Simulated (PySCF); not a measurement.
# Electron correlation in Ne³⁺ (neon, charge +3)

[He] 2s2 2p3, high-spin 4S determinant. Calculation: PySCF 2.14, in dyall-av3z (15s9p3d2f, 71 functions); scalar relativity by spin-free X2C-1e. Frozen: 1s2; 5 electrons correlated; the 14 highest virtual orbitals of each spin left out.

MP2 pair energies summed by pair of shells (mhartree):

| pair | energy | share (%) |
| --- | --- | --- |
| 2s-2p | -72.15 | 67.1 |
| 2p-2p | -24.25 | 22.6 |
| 2s-2s | -11.12 | 10.3 |

Total MP2 correlation energy: -107.51 mhartree.

Same-spin part -30.78 and opposite-spin part -76.73 mhartree; SCS-MP2 scales them by 1/3 and 6/5 to -102.34 mhartree.
